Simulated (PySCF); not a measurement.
Species: i-Pe2O, C10H22O.
Cartesian coordinates in Å at the PBE0-D3(BJ)/def2-SVP level; atoms count from 1:
```
atom  x, y, z in Å
C1    -3.4469   -1.0856   -0.5715
C2    -3.2355    0.3983   -0.2947
C3    -4.5671    1.1125   -0.0968
C4    -2.3171    0.6444    0.9040
C5    -0.9187    0.0803    0.7621
O6    -0.3293    0.6103   -0.3924
C7     0.8748    0.0094   -0.7792
C8     2.0585    0.3887    0.0993
C9     3.4194   -0.0400   -0.4517
C10    4.5454    0.5329    0.4013
C11    3.5496   -1.5558   -0.5728
H12   -3.8945   -1.5934    0.3001
H13   -2.5029   -1.5986   -0.8110
H14   -4.1234   -1.2349   -1.4274
H15   -2.7326    0.8381   -1.1730
H16   -5.2222    0.9915   -0.9737
H17   -5.1059    0.7095    0.7776
H18   -4.4243    2.1919    0.0694
H19   -2.7707    0.2186    1.8172
H20   -2.2356    1.7316    1.0732
H21   -0.3288    0.3272    1.6669
H22   -0.9472   -1.0277    0.6986
H23    1.0660    0.3461   -1.8119
H24    0.7513   -1.0923   -0.8154
H25    2.0405    1.4856    0.2181
H26    1.9342   -0.0355    1.1121
H27    3.5145    0.3896   -1.4674
H28    4.4846    1.6304    0.4648
H29    5.5333    0.2714   -0.0090
H30    4.4979    0.1373    1.4297
H31    4.5465   -1.8379   -0.9457
H32    2.8077   -1.9870   -1.2614
H33    3.4147   -2.0389    0.4098
```

Computed with PySCF 2.14.0, PBE0-D3(BJ)/def2-SVP geometry optimisation, gas phase.

Take the most abundant isotopes and a rigid rotor. The values belong to one conformer with, in the numbering `[CH3:1][CH:2]([CH3:3])[CH2:4][CH2:5][O:6][CH2:7][CH2:8][CH:9]([CH3:10])[CH3:11]`, C1–C2–C4–C5 61°, C2–C4–C5–O6 57°, C4–C5–O6–C7 -170°, C5–O6–C7–C8 -74°, O6–C7–C8–C9 -169°.

Q: Give the principal moments of inertia and the rotational constants in MHz.

A: Ia = 168.06, Ib = 1517.40, Ic = 1589.29 u·Å²; 505379 MHz·u·Å²/I gives A = 3007, B = 333.1, C = 318.0 MHz.

Q: What kind of rotor is it?

A: A near-prolate asymmetric top: κ = (2 × 333.1 − 3007 − 318.0)/(3007 − 318.0) = -0.99.

Q: Is it planar, by Δ = Ic − Ia − Ib?

A: Not planar: Δ = Ic − Ia − Ib = -96.16 u·Å². For a rigid frame Δ = −2 Σ m c², so Σ m c² = 48.08 u·Å² lies off the ab plane: 21.80 from hydrogen and 26.28 from heavier atoms. The atom farthest from that plane is 1.67 Å away.

Q: Give the other two planar moments, Paa and Pbb, and the rms extents of the mass along the axes.

A: Paa = Σ m a² = (Ib + Ic − Ia)/2 = 1469.32 and Pbb = Σ m b² = (Ia + Ic − Ib)/2 = 119.98 u·Å². With the mass M = 158.17 u, the rms extents √(P/M) along a, b and c are 3.05, 0.87, 0.55 Å.

Q: Which types of transition are allowed, and where do some lines up to J = 4 fall?

A: The dipole components are |μa| = 0.83 D, |μb| = 0.35 D, |μc| = 0.68 D. Intensities carry the squares of the components, which stand as 1.00 : 0.18 : 0.67 (a : b : c). Some of the stronger lines:

```json
{"type": "a", "branch": "R", "J(Ka,Kc)": "2(1,1) ← 1(1,0)", "MHz": "1317", "lower level (cm⁻¹)": "0.111"}
{"type": "a", "branch": "R", "J(Ka,Kc)": "3(0,3) ← 2(0,2)", "MHz": "1953", "lower level (cm⁻¹)": "0.065"}
{"type": "a", "branch": "R", "J(Ka,Kc)": "3(2,2) ← 2(2,1)", "MHz": "1953", "lower level (cm⁻¹)": "0.423"}
{"type": "c", "branch": "Q", "J(Ka,Kc)": "3(1,3) ← 3(0,3)", "MHz": "2637", "lower level (cm⁻¹)": "0.130"}
{"type": "c", "branch": "R", "J(Ka,Kc)": "2(2,1) ← 1(1,1)", "MHz": "9354", "lower level (cm⁻¹)": "0.111"}
{"type": "c", "branch": "R", "J(Ka,Kc)": "4(2,3) ← 3(1,3)", "MHz": "10694", "lower level (cm⁻¹)": "0.218"}
{"type": "b", "branch": "Q", "J(Ka,Kc)": "4(3,1) ← 4(2,2)", "MHz": "13407", "lower level (cm⁻¹)": "0.575"}
{"type": "b", "branch": "R", "J(Ka,Kc)": "4(3,1) ← 3(2,2)", "MHz": "16012", "lower level (cm⁻¹)": "0.488"}
{"type": "b", "branch": "Q", "J(Ka,Kc)": "4(4,1) ← 4(3,2)", "MHz": "18771", "lower level (cm⁻¹)": "1.022"}
{"type": "c", "branch": "R", "J(Ka,Kc)": "4(4,1) ← 3(3,1)", "MHz": "21376", "lower level (cm⁻¹)": "0.935"}
```

Not checked by PBE0-D3(BJ)/def2-SVP frequencies. Constants of a rigid frame at the computed geometry: no zero-point averaging, no centrifugal distortion. A rigid rotor knows nothing of internal rotation, which can split or shift real lines.
